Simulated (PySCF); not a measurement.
An unknown gives this computed stick spectrum. Method: TDDFT CAM-B3LYP/def2-SVPD, vertical, gas phase, core orbitals frozen in the response in PySCF 2.14.0, density-fitted response routines. Geometries: GFN2-xTB, one conformer each.

```
state  ν̃ (cm⁻¹)       f   main configurations (H = HOMO, L = LUMO)
   S1      46510  0.0027  H-1→L+3 (23%), H-1→L+4 (15%), H→L+3 (12%)
   S2      51840   0.034                     H→L (51%), H-1→L (19%)
   S3      52750   0.024    H-2→L+2 (22%), H→L (17%), H-2→L+4 (12%)
   S4      53810  0.0086    H-2→L (28%), H-3→L+2 (9%), H-2→L+6 (9%)
   S5      55110  0.0073  H-3→L+6 (20%), H-3→L (16%), H-3→L+4 (10%)
   S6      57580   0.040                                H→L+1 (62%)
   S7      57650   0.031    H-2→L (22%), H-1→L (11%), H-3→L+2 (10%)
   S8      58130   0.086  H→L+3 (24%), H-1→L+3 (18%), H-1→L+1 (15%)
```

Triplets computed (Tamm–Dancoff): 4.39, 5.26, 5.42 eV.

Question: Which candidate is it? All have the formula C7H7NO.
A. `C=C/C=C\C1=NOC=C1`
B. `C#C[C@@H]1C=C[C@@H]1NC=O`
C. `C#C/C=C/C(=O)NC=C`

Answer: B. Its S1, at 5.77 eV, is the highest among the candidates; the nearest of the others has S1 at 4.78 eV. S1 is HOMO-1→LUMO+3 (23%), HOMO-1→LUMO+4 (15%), HOMO→LUMO+3 (12%). Löwdin shares by element: HOMO oxygen 27%, carbon 20% or more, nitrogen 20% (atoms not listed hold the other 33%); LUMO carbon 63% or more, hydrogen 12% or more (atoms not listed hold the other 25%). At the same level the other candidates give, for their lowest levels:
- `C=C/C=C\c1ccon1`: 4.78 eV (f 0.570); 5.65 eV (f 0.002); 5.81 eV (f 0.046); 6.47 eV (f 0.299); 6.55 eV (f 0.001); T1 2.68 eV; HOMO -7.81, LUMO -0.64 eV
- `C#C/C=C/C(=O)NC=C`: 4.45 eV (f 0.000); 4.73 eV (f 0.662); 5.04 eV (f 0.000); 5.13 eV (f 0.203); 6.16 eV (f 0.004); T1 3.01 eV; HOMO -8.10, LUMO -1.13 eV

Shape of the structure used: `[CH:1]#[C:2][C@@H:3]1[CH:4]=[CH:5][C@@H:6]1[NH:7][CH:8]=[O:9]`: C5–C6–N7–C8 135°, C6–N7–C8–O9 -4°.
